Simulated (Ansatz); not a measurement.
Input file for Ansatz (an electronic-structure program): U-wB97M-V/def2-TZVPP on C2H4N (SMILES [CH]=NC), 2S+1 = 2, atoms moved off the minimum.

Ansatz 0.2 input:
```yaml
crystal:
  periodic: [false, false, false]
  atoms:
    - {symbol: C, position_ang: [1.39665371, -0.22161126, -0.01324941]}
    - {symbol: N, position_ang: [0.10847170, -0.36790773, -0.26562001]}
    - {symbol: C, position_ang: [-1.05207027, 0.29062508, 0.23145302]}
    - {symbol: H, position_ang: [1.76700581, 0.70703760, 0.39240301]}
    - {symbol: H, position_ang: [-1.59732182, 0.58894628, -0.51582355]}
    - {symbol: H, position_ang: [-1.54080313, -0.47472010, 0.70476414]}
    - {symbol: H, position_ang: [-0.75313239, 1.16335766, 0.78435243]}
basis:
  gaussian:
    orbitals: def2-TZVPP
hamiltonian:
  xc: {name: wB97M-V}
magnetization: {spin_polarized: true, initial_magnetization: 1}
output: {forces: true}
```

Output:

```
WARN ansatz: RAYON_NUM_THREADS=1 ignored (pool sized by the plan → 1); use --threads N
Functional definition: wB97M-V
integrals: 0.06 GiB planned
751 factors; their error is unknown
integrals: 0.09 GiB planned
192 factors; integrals over basis functions are off by at most 1.4e-5 eV
mean field: 0.79 GiB planned
mean field evaluation 1: about -3621.7630 eV, gradient 2.8e1 eV
mean field evaluation 2: about -3620.9883 eV, gradient 3.2e1 eV
mean field evaluation 4: about -3625.0468 eV, gradient 1.1e0 eV
mean field evaluation 8: about -3625.0671 eV, gradient 1.3e-1 eV
mean field evaluation 16: about -3625.0628 eV, gradient 1.5e-3 eV
mean field -3625.06278702 eV, -133.2186002673 hartree, gradient 6.8e-5 eV, S^2 0.755748; 0 other end points of the search recorded, 0 dependent functions left out
the calculation of the forces begins
reference -3625.06282562 eV, -133.2186016858 hartree; 12, 11 occupied and 137, 138 virtual orbitals, 751 factors
Total energy: -3625.06282562 eV, -133.2186016858 hartree
Atom 0 at     1.396654    -0.221611    -0.013249 Å, force    -7.682917    -0.540706    -1.735836 eV/Å
Atom 1 at     0.108472    -0.367908    -0.265620 Å, force     7.997243    -0.517042     0.499903 eV/Å
Atom 2 at    -1.052070     0.290625     0.231453 Å, force     4.031265     0.083061     2.243050 eV/Å
Atom 3 at     1.767006     0.707038     0.392403 Å, force     0.712815     0.405490     0.494680 eV/Å
Atom 4 at    -1.597322     0.588946    -0.515824 Å, force    -3.134348     1.582829    -4.336648 eV/Å
Atom 5 at    -1.540803    -0.474720     0.704764 Å, force    -1.643250    -1.257420     1.913739 eV/Å
Atom 6 at    -0.753132     1.163358     0.784352 Å, force    -0.280808     0.243789     0.921113 eV/Å
Dipole moment:    -0.240027     0.369813     0.206263 e Å
```

The run converged.

Cost: roughly 4 core-seconds.
